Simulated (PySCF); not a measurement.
Si5H15N3

The system: Si5H15N3, a molecule; neutral, singlet. The structure, one conformer, was relaxed in the gas phase by PBE0-D3(BJ)/def2-SVP. No frequency run checks that it is a minimum.

SMILES: [SiH3]N[Si]([SiH3])(N[SiH3])N[SiH3]

Coordinates in Å:
```
Si1    -0.459   -1.071   -2.351
N2     -0.954   -0.910   -0.684
Si3    -0.062   -0.002    0.505
N4     -1.249    1.018    1.254
Si5    -2.839    1.316    0.596
N6      1.131    0.905   -0.382
Si7     2.860    0.727   -0.488
Si8     0.951   -1.393    2.103
H9     -1.422   -2.010   -3.001
H10    -0.499    0.234   -3.081
H11     0.922   -1.627   -2.496
H12    -1.718   -1.506   -0.378
H13    -1.004    1.515    2.105
H14    -3.686    0.083    0.556
H15    -2.798    1.881   -0.787
H16    -3.501    2.308    1.498
H17     0.736    1.686   -0.906
H18     3.266   -0.281    0.535
H19     3.550    2.024   -0.204
H20     3.317    0.257   -1.832
H21    -0.151   -2.118    2.814
H22     1.849   -2.417    1.485
H23     1.730   -0.620    3.122
```

Shieldings: GIAO PBE0/pcSseg-1. Shifts are against computed references at the same level: H TMS (σ 31.27 ppm), Si TMS (σ 352.0 ppm). Core levels by delta-SCF with SCAN, pcX-2 on the ionised atom and pcseg-1 elsewhere, spin-free X2C (2p3/2 is the spin-free 2p value less a third of a first-order spin-orbit splitting); from the vacuum level, for chosen atoms.

Task: Give the shieldings and core levels atom by atom.

Result: 
```json
{"atoms": "Si1", "bonded to": "1 N + 3 H", "σ (ppm)": "409.9", "δ (ppm)": "-57.9", "core level (eV)": "-"}
{"atoms": "N2", "bonded to": "2 Si + 1 H", "σ (ppm)": "239.5", "δ (ppm)": "-", "core level (eV)": "1s 403.88"}
{"atoms": "Si3", "bonded to": "3 N + 1 Si", "σ (ppm)": "367.0", "δ (ppm)": "-15.0", "core level (eV)": "2p3/2 106.84"}
{"atoms": "N4", "bonded to": "2 Si + 1 H", "σ (ppm)": "232.6", "δ (ppm)": "-", "core level (eV)": "1s 403.91"}
{"atoms": "Si5", "bonded to": "1 N + 3 H", "σ (ppm)": "411.8", "δ (ppm)": "-59.8", "core level (eV)": "-"}
{"atoms": "N6", "bonded to": "2 Si + 1 H", "σ (ppm)": "229.1", "δ (ppm)": "-", "core level (eV)": "1s 404.01"}
{"atoms": "Si7", "bonded to": "1 N + 3 H", "σ (ppm)": "407.4", "δ (ppm)": "-55.4", "core level (eV)": "-"}
{"atoms": "Si8", "bonded to": "1 Si + 3 H", "σ (ppm)": "465.7", "δ (ppm)": "-113.7", "core level (eV)": "2p3/2 106.19"}
{"atoms": "H9 H10 H11", "bonded to": "1 Si", "σ (ppm)": "26.63", "δ (ppm)": "4.64", "core level (eV)": "-"}
{"atoms": "H12", "bonded to": "1 N", "σ (ppm)": "31.01", "δ (ppm)": "0.26", "core level (eV)": "-"}
{"atoms": "H13", "bonded to": "1 N", "σ (ppm)": "31.00", "δ (ppm)": "0.27", "core level (eV)": "-"}
{"atoms": "H14 H15 H16", "bonded to": "1 Si", "σ (ppm)": "26.66", "δ (ppm)": "4.61", "core level (eV)": "-"}
{"atoms": "H17", "bonded to": "1 N", "σ (ppm)": "30.83", "δ (ppm)": "0.44", "core level (eV)": "-"}
{"atoms": "H18 H19 H20", "bonded to": "1 Si", "σ (ppm)": "26.52", "δ (ppm)": "4.75", "core level (eV)": "-"}
{"atoms": "H21 H22 H23", "bonded to": "1 Si", "σ (ppm)": "27.87", "δ (ppm)": "3.40", "core level (eV)": "-"}
```

Values are those of this one static structure, with the three H of a rotating XH3 group averaged; atoms that internal rotation interchanges would show their mean in an NMR spectrum.

Task: Which of Si3, Si8 holds its core electrons tightest, and by how much against the loosest?

Result: Si3 (bonded to 3 N + 1 Si), by 0.65 eV over Si8 (bonded to 1 Si + 3 H).

Task: By CAM-B3LYP/def2-SVPD (TDDFT singlets, Tamm-Dancoff triplets, ionisation by delta-SCF), where does absorption start, and what does vertical ionisation take?

Result: The lowest singlet lies at 6.28 eV (f 0.024), the strongest of the first 6 at 6.90 eV (f 0.039), the lowest triplet at 5.86 eV; vertical ionisation takes 8.89 eV.

The 3 runs behind this took 14 min in all, one thread each of Intel Xeon Platinum 8259CL on a shared host, launched as `OMP_NUM_THREADS=1 python cluster_run.py task.json out`.
